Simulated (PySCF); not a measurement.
Calculated NMR parameters of C/C=C(/CCl)[SiH2]C(F)(F)F

```yaml
Formula: C5H8ClF3Si
SMILES: C/C=C(/CCl)[SiH2]C(F)(F)F
Point_group_of_the_computed_structure: C1
Degrees_of_unsaturation: 1
Carbon_signals: 5
Proton_signals: 4
```

Mapped SMILES: `[CH3:1]/[CH:2]=[C:3](/[CH2:4][Cl:5])[SiH2:6][C:7]([F:8])([F:9])[F:10]`. Hydrogens are named by the atom that carries them.

In vacuum, no relativistic terms, a single conformation, fast rotation and ring inversion assumed for equivalent nuclei. Structure optimised with GFN2-xTB; GIAO PBE0/pcSseg-1 shieldings; PySCF 2.14.

δ = σ(ref) − σ, references computed at the same level: ¹H, ¹³C, ²⁹Si against TMS; ¹⁹F against CFCl3.

| carbon | δC, type | δH (multiplicity) | HMBC from (2–3 bonds) | span of the C tensor (ppm) |
| --- | --- | --- | --- | --- |
| C1 | 23.6, CH3 | 2.15 (d) | H(C2) | 31 |
| C2 | 156.4, CH | 6.90 (q) | H(Si6), H(C4), H(C1) | 229 |
| C3 | 135.4, C | – | H(C2), H(Si6), H(C4), H(C1) | 202 |
| C4 | 57.8, CH2 | 4.29 (s) | H(C2), H(Si6) | 43 |
| C7 | 140.2, C | – | H(Si6) | 13 |

Other nuclei:
```csv
atoms,nucleus,environment,δ (ppm),σ (ppm)
H(Si6),¹H,hydrogen on a silicon bonded to 2 C,4.70,27.02
F8/F9/F10,¹⁹F,fluorine of a CF3 group,-70.8,241.8
Si6,²⁹Si,"silicon bonded to 2 C, 2 H",-54.6,403.7
```

- Carbon types of the structure: 2 × C, 1 × CH, 1 × CH2, 1 × CH3, leaving 2 H on heteroatoms.
- δC 156.4: alkene CH; the olefinic region.
- δC 140.2: CF3 carbon; 3 electronegative neighbours deshield it.
- δC 135.4: fully substituted alkene carbon; an sp2 carbon of a C=C bond.
- δC 57.8: allylic sp3 CH2 bonded to Cl; deshielded by the electronegative neighbour.
- δC 23.6: allylic methyl carbon; saturated and bonded to C and H only.

Carbons that carry Cl, above all several Cl atoms, come out too deshielded, partly because spin–orbit coupling is missing. Splittings by ¹⁹F in the carbon and heteronuclear signals aren't shown, as no couplings were computed. Shifts are as computed. Against solution values, carbons near 30 ppm lie about +3 ppm off and those near 130 ppm about +5 ppm; carbons on Cl a further +6 ppm. Of 1309 compounds with measured shifts, 239 miss one by over three times the rms of a fit or turn the order of signals round; such compounds aren't used in these exercises. Unscaled 19F shifts against computed CFCl3 carry errors that often reach 10 to 50 ppm. No couplings were computed; multiplicities are counted from neighbouring protons, with m where these are inequivalent, close in shift, in a saturated or five-membered ring or joined by F or P, and br s for small geminal =CH2 splittings.
